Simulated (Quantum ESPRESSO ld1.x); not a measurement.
Species: S3+. Configuration: [Ne] 3s1.5 3p1.5 (fractional occupations, a model configuration).

All-electron calculation, Dirac Kohn-Sham, LDA (Slater exchange, VWN5 correlation), spin-unpolarised, spherical densities, point nucleus; open shells fill j = l - 1/2 first. Program: ld1.x of Quantum ESPRESSO 7.5.

Energy parts (eV):
| part | energy |
|---|---|
| total | -10751.5 |
| kinetic | 10792.7 |
| electron-nucleus | -25150.3 |
| Hartree | 4234.1 |
| exchange-correlation | -628.0 |

Orbitals (lengths in bohr, moments of r in powers of bohr; <r^-3> diverges for s and p1/2):
[
 {"orbital": "1s1/2", "occ.": "2", "eigenvalue (eV)": "-2440.66", "<r^4>": "0.0004165", "<1/r>": "15.62", "<r^-3>": "-", "<r^2>": "0.01270"},
 {"orbital": "2s1/2", "occ.": "2", "eigenvalue (eV)": "-252.932", "<r^4>": "0.1358", "<1/r>": "3.065", "<r^-3>": "-", "<r^2>": "0.2738"},
 {"orbital": "2p1/2", "occ.": "2", "eigenvalue (eV)": "-199.649", "<r^4>": "0.1260", "<1/r>": "2.979", "<r^-3>": "-", "<r^2>": "0.2420"},
 {"orbital": "2p3/2", "occ.": "4", "eigenvalue (eV)": "-198.380", "<r^4>": "0.1283", "<1/r>": "2.959", "<r^-3>": "81.07", "<r^2>": "0.2443"},
 {"orbital": "3s1/2", "occ.": "1.5", "eigenvalue (eV)": "-52.5451", "<r^4>": "10.79", "<1/r>": "0.9151", "<r^-3>": "-", "<r^2>": "2.631"},
 {"orbital": "3p1/2", "occ.": "1.5", "eigenvalue (eV)": "-40.7488", "<r^4>": "16.14", "<1/r>": "0.8224", "<r^-3>": "-", "<r^2>": "3.158"},
 {"orbital": "3p3/2", "occ.": "0", "eigenvalue (eV)": "-40.6113", "<r^4>": "16.31", "<1/r>": "0.8193", "<r^-3>": "8.824", "<r^2>": "3.176"}
]

The highest occupied level is 3p1/2 at -40.749 eV. Summed over all electrons, <r^2> = 10.72 bohr^2, which gives a Langevin (diamagnetic) susceptibility term of -8.49 x 10^-6 cm^3/mol.
